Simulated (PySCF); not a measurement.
# How methods differ on the excitation energy of Re

Re [Xe] 4f14 5d5 6s2 (6S) → Re [Xe] 4f14 5d7 (4F), as a difference of total energies. Calculation: PySCF 2.14, in def2-TZVPPD with the def2 core potential (60 electrons); a scalar-relativistic core potential. Correlated levels: valence and next inner shell: nothing frozen outside the core potential. The calculations carry no spin-orbit coupling.

```json
{"method": "UHF", "excitation energy (cm⁻¹)": "47446"}
{"method": "MP2 (valence and next inner shell)", "excitation energy (cm⁻¹)": "42566"}
{"method": "SCS-MP2 (valence and next inner shell)", "excitation energy (cm⁻¹)": "40348"}
{"method": "CCSD (valence and next inner shell)", "excitation energy (cm⁻¹)": "41435"}
{"method": "CCSD(T) (valence and next inner shell)", "excitation energy (cm⁻¹)": "38009"}
```
